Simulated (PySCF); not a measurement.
From one molecule to another.

First species: 2-methylnaphthalene, C11H10.
Structure used (GFN2-xTB), in Å, numbered top down from 1:
```
atom  x, y, z in Å
C1    -3.2457   -0.6590   -0.5585
C2    -1.8599   -0.1795   -0.2522
C3    -1.6743    1.1447    0.1965
C4    -0.4294    1.6242    0.4828
C5     0.7113    0.8068    0.3358
C6     2.0132    1.2711    0.6131
C7     3.0943    0.4482    0.4624
C8     2.9211   -0.8753    0.0286
C9     1.6715   -1.3529   -0.2515
C10    0.5359   -0.5287   -0.1099
C11   -0.7658   -0.9905   -0.3957
H12   -3.2390   -1.6992   -0.8740
H13   -3.6857   -0.0566   -1.3528
H14   -3.8825   -0.5642    0.3206
H15   -2.5414    1.7803    0.3097
H16   -0.2983    2.6408    0.8264
H17    2.1403    2.2916    0.9473
H18    4.0899    0.8106    0.6740
H19    3.7861   -1.5135   -0.0808
H20    1.5356   -2.3717   -0.5867
H21   -0.8861   -2.0103   -0.7355
```

Second species: C₆H₁₆P₂.
Structure used (GFN2-xTB), in Å, numbered top down from 1:
```
atom  x, y, z in Å
C1    -1.8104    1.1392    0.8757
C2    -1.5860   -0.2034    0.1902
C3    -2.7445   -0.5134   -0.7535
P4     0.0274   -0.2058   -0.7831
C5     0.2808   -2.0459   -0.8194
P6     1.3889    0.2452    0.8917
C7     2.9527   -0.4086    0.1304
C8     1.6836    2.0300    0.4761
H9    -2.7784    1.1484    1.3753
H10   -1.7933    1.9482    0.1468
H11   -1.0388    1.3197    1.6232
H12   -1.5191   -0.9873    0.9549
H13   -3.6826   -0.5499   -0.2011
H14   -2.8244    0.2587   -1.5168
H15   -2.6071   -1.4712   -1.2516
H16    1.2110   -2.2716   -1.3372
H17   -0.5351   -2.5021   -1.3771
H18    0.3115   -2.4623    0.1868
H19    3.7947    0.0379    0.6573
H20    3.0039   -1.4881    0.2547
H21    3.0165   -0.1570   -0.9276
H22    0.8057    2.6205    0.7257
H23    2.5235    2.3899    1.0687
H24    1.9079    2.1487   -0.5825
```

Levels: PBE0/pcSseg-1 for dipole moment, HOMO energy, LUMO energy and HOMO–LUMO gap; GFN2-xTB for rotational constant A and rotational constant C. Geometries: GFN2-xTB. All species are isolated and taken at one optimised geometry, non-relativistic unless stated; the electronic structure was computed with PySCF and density fitting.

Dipoles, sizes and rotational constants follow the conformer. The torsions of the flexible species, by atom-mapped SMILES:
- `[CH3:1][CH:2]([CH3:3])[P:4]([CH3:5])[P:6]([CH3:7])[CH3:8]`: C1–C2–P4–C5 158°, C2–P4–P6–C7 159°

(1) Which has the higher HOMO energy?

(2) Which of the two has the higher HOMO–LUMO gap, and by how much?

(3) Which has the higher rotational constant C?

(4) Which of the two has the higher dipole moment, and by how much?

(5) Which of the two has the higher LUMO energy, and by how much?

(6) Which of the two has the higher rotational constant A, and by how much?

## Answers

(1) The second: -5.99 eV against -6.26 eV, a difference of 0.27 eV.

(2) The second: 6.37 eV against 5.18 eV, a difference of 1.19 eV.

(3) The second: 0.768 GHz against 0.648 GHz, a difference of 0.120 GHz.

(4) The first: 0.53 D against 0.39 D, a difference of 0.14 D.

(5) The second: 0.38 eV against -1.08 eV, a difference of 1.46 eV.

(6) The first: 2.849 GHz against 2.059 GHz, a difference of 0.790 GHz.

On the first: In atomic units the dipole is 0.21 e·bohr (1 au = 2.5417 D). A dipole of 0.53 D is allowed in Cs, and pure rotational transitions are dipole-allowed.

On the second: The dipole equals about 1.3 × 10⁻³⁰ C·m (1 D = 3.33564 × 10⁻³⁰ C·m). A dipole of 0.39 D is allowed in C1, and pure rotational transitions are dipole-allowed.
